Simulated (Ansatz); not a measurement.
```yaml
crystal:
  periodic: [false, false, false]
  atoms:
    - {symbol: C, position_ang: [-0.074986, 1.393071, -0.724510]}
    - {symbol: B, position_ang: [0.528292, 0.131969, -0.004537]}
    - {symbol: C, position_ang: [-0.254789, -0.641626, 1.090484]}
    - {symbol: Se, position_ang: [-0.708898, -1.815088, -0.454087]}
    - {symbol: H, position_ang: [-1.162915, 1.477868, -0.646334]}
    - {symbol: H, position_ang: [0.348209, 2.283289, -0.239608]}
    - {symbol: H, position_ang: [0.202758, 1.459366, -1.778684]}
    - {symbol: H, position_ang: [1.671569, -0.186866, -0.189312]}
    - {symbol: H, position_ang: [-1.203642, -0.246831, 1.450192]}
    - {symbol: H, position_ang: [0.242693, -1.242577, 1.845286]}
    - {symbol: H, position_ang: [0.477111, -2.669674, -0.328290]}
basis:
  gaussian: {orbitals: aug-pcseg-2}
hamiltonian: {xc: {name: CCSD(T)}}
```

```sh
$ ansatz run in.yaml --threads 4 --pin off --events-out ev --progress --plain --max-ram 10444MiB
```

How does Ansatz answer? (An estimate is asked.)

Ansatz gave: The input was rejected before any iteration.
```
Error: YAML parse error: error: line 17 column 19: hamiltonian.xc: no functional is named "CCSD(T)"; the names, which are not case-sensitive, are SVWN5, SPW92, PBE, PBE0, PBEsol, revPBE, revPBE0, RPBE, rPW86-PBE, HSE06, wPBEh, LC-wPBE, HISS, HF, BLYP, B3LYP, B3LYP5, BHLYP, CAM-B3LYP, r2SCAN, r2SCANh, r2SCAN0, r2SCAN50, m-r2SCAN, B97, wB97, wB97X, wB97X-V, B97M-V, wB97M-V, B2PLYP, B2GP-PLYP, PBE0-DH, PBE-QIDH
15 | basis:
16 |   gaussian: {orbitals: aug-pcseg-2}
17 | hamiltonian: {xc: {name: CCSD(T)}}
```

HSE06 is defined as in plane-wave codes.
